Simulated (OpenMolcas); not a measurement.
## What dynamic correlation does to the levels of Sm³⁺

```
Program             : OpenMolcas
Basis               : ANO-RCC-VDZP [7s6p4d2f1g]
Scalar Hamiltonian  : DKH2, point nucleus
Active space        : 5 electrons in 7 orbitals (4f)
State averaging     : 2S+1 = 6 odd, 21 roots; 2S+1 = 4 odd, 224 roots (128 in the spin-orbit step); 2S+1 = 2 odd, 249 roots kept (CI in the orbitals of an earlier block, 143 in the spin-orbit step)
Spin-orbit coupling : state interaction with AMFI integrals over the reference wave functions, term energies averaged over their components
```

Methods on the same reference wave functions:
A. CASSCF
B. SS-CASPT2, IPEA 0.25 Eh, imaginary shift 0.1 Eh (closed shells correlated: 5s 5p)
C. MS-CASPT2, IPEA 0.25 Eh, imaginary shift 0.1 Eh (closed shells correlated: 5s 5p)

Energies in cm⁻¹ above 4f⁵ ⁶H°_5/2.

| Level | A | B | C |
| --- | --- | --- | --- |
| 4f⁵ ⁶H°_5/2 | 0.0 | 0.0 | 0.0 |
| 4f⁵ ⁶H°_7/2 | 1090 | 1120 | 1120 |
| 4f⁵ ⁶H°_9/2 | 2384 | 2440 | 2440 |
| 4f⁵ ⁶H°_11/2 | 3826 | 3890 | 3890 |
| 4f⁵ ⁶H°_13/2 | 5372 | 5420 | 5420 |
| 4f⁵ ⁶H°_15/2 | 6991 | 7020 | 7020 |
| 4f⁵ ⁶F°_1/2 | 8157 | 7170 | 7170 |
| 4f⁵ ⁶F°_3/2 | 8436 | 7430 | 7430 |
| 4f⁵ ⁶F°_5/2 | 8991 | 7980 | 7980 |
| 4f⁵ ⁶F°_7/2 | 9915 | 8910 | 8910 |
| 4f⁵ ⁶F°_9/2 | 11182 | 10200 | 10200 |
| 4f⁵ ⁶F°_11/2 | 12704 | 11740 | 11740 |
| 4f⁵ ⁴F°_3/2(1) | 22427 | 20040 | 20040 |
| 4f⁵ ⁴M°_15/2 | 23965 | 23420 | 23420 |
| 4f⁵ ⁴G°_7/2(1) [58 %] | 24112 | 21690 | 21690 |
| 4f⁵ ⁴I°_9/2(1) | 24447 | 22660 | 22660 |
| 4f⁵ ⁴I°_11/2(1) | 25016 | 23300 | 23300 |
| 4f⁵ ⁴M°_17/2 | 25673 | 25200 | 25200 |
| 4f⁵ ⁴I°_13/2(1) [63 %] | 25727 | 24070 | 24070 |
| 4f⁵ ⁴F°_5/2(1) [51 %] | 26407 | 23980 | 23980 |
| 4f⁵ ⁴I°_15/2(1) [61 %] | 26916 | 25400 | 25400 |
| 4f⁵ ⁴G°_9/2(1) [71 %] | 27003 | 24550 | 24550 |
| 4f⁵ ⁴M°_19/2 | 27250 | 26810 | 26810 |
| 4f⁵ ⁴M°_21/2 | 28625 | 28250 | 28250 |

Between B and C no level of the table moves by more than 5 cm-1.

From A to B the spin-free energies of the other terms of 4f⁵ shown, above ⁶H°, scale by factors of 0.85 to 0.98.

The lowest spin-free term lies below A's lowest term by 0.309 hartree in B, 0.309 hartree in C.

Term energies are means over components that CASPT2 splits; among the terms shown or strongly mixed into the levels shown the widest spread is 250 cm-1 (4f⁵ ⁶H°, C). High states are left out of the spin-orbit mixing, which shifts the levels that they would mix with. The basis is small and was not contracted for so high a charge. Without dynamic correlation excited terms often stand tens of per cent too high (terms of higher spin than the ground term too low), and those without a measured partner can miss by more than the paired ones (holds for A). Blocks of more than 70 roots (2S+1 = 4 odd, 2 odd) ran without multistate coupling (holds for C). Levels of configurations outside the active space are missing. The table leaves out levels that lie high or whose names do not pair safely across all columns.

A share in square brackets marks a mixed level and gives the weight of the term that names it, the lowest over the columns. A number in round brackets counts repeated terms of one configuration in the order of the reference energies. ° marks odd parity.
